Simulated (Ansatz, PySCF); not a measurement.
Molecule: CH8N3Si, charge 0, multiplicity 2. It need not be the lowest isomer of its formula. 
Geometry from a B3LYP-D3(BJ)/def2-TZVP (Ansatz, an electronic-structure program) optimisation:
SMILES: C[Si]([NH])(N)N
```xyz
13

Si    -0.0344    -0.0005     0.0282
C      1.7394    -0.4655    -0.3520
N     -0.5023    -0.8815     1.4789
N     -0.9388    -0.2899    -1.4053
N     -0.3362     1.6198     0.4796
H      2.1413     0.1922    -1.1269
H      2.3672    -0.3638     0.5348
H      1.8248    -1.4956    -0.7073
H     -0.5947    -1.8886     1.3280
H     -1.9076    -0.0187    -1.4630
H     -0.7234    -1.0505    -2.0293
H     -0.3936     1.8825     1.4487
H     -0.2274     2.4038    -0.1401
```
Charge 0, spin multiplicity 2.

Total electronic energies in hartree. Valence correlation only, unless marked. Open shells are spin-unrestricted. Spin-orbit coupling is left out. Non-relativistic. Basis-set limits of correlation are two-point, X^-3; Hartree-Fock from the larger set. The bracket is a focal-point correction in the basis named.

| level | program | energy (Eh) |
|---|---|---|
| HF/cc-pV(D+d)Z | Ansatz | -494.87972 |
| HF/cc-pV(Q+d)Z | Ansatz | -494.99266 |
| RI-HF/cc-pV(T+d)Z | Ansatz | -494.97263 |
| PBE-D3(BJ)/def2-TZVPD | Ansatz + dftd3 | -496.40523 |
| PBE0/def2-SVP | Ansatz | -496.08404 |
| BHLYP/def2-TZVPD | Ansatz | -496.69092 |
| TPSSh-D3(BJ)/def2-TZVPD | PySCF + dftd3 | -496.84235 |
| HSE06-D4/def2-TZVPD | Ansatz + dftd4 | -496.43401 |
| B2GP-PLYP-D4/def2-TZVPD | Ansatz + dftd4 | -496.43767 |
| B2PLYP/def2-TZVPD | Ansatz | -496.51396 |
| RI-MP2/CBS(cc-pV(T+d)Z,cc-pV(Q+d)Z) | Ansatz | -496.0033 |
| SCS-MP2/STO-3G | Ansatz | -489.12768 |
| CCSD/cc-pV(D+d)Z | Ansatz | -495.65490 |
| RI-MP2/CBS(cc-pV(T+d)Z,cc-pV(Q+d)Z)+[CCSD(T)-MP2]/cc-pV(D+d)Z | Ansatz | -496.0824 |
| RI-MP2/CBS(cc-pV(T+d)Z,cc-pV(Q+d)Z)+[CCSD(T)-MP2]/cc-pV(T+d)Z | Ansatz | -496.0875 |

Totals of different functionals don't rank their quality; only differences between species are comparable.
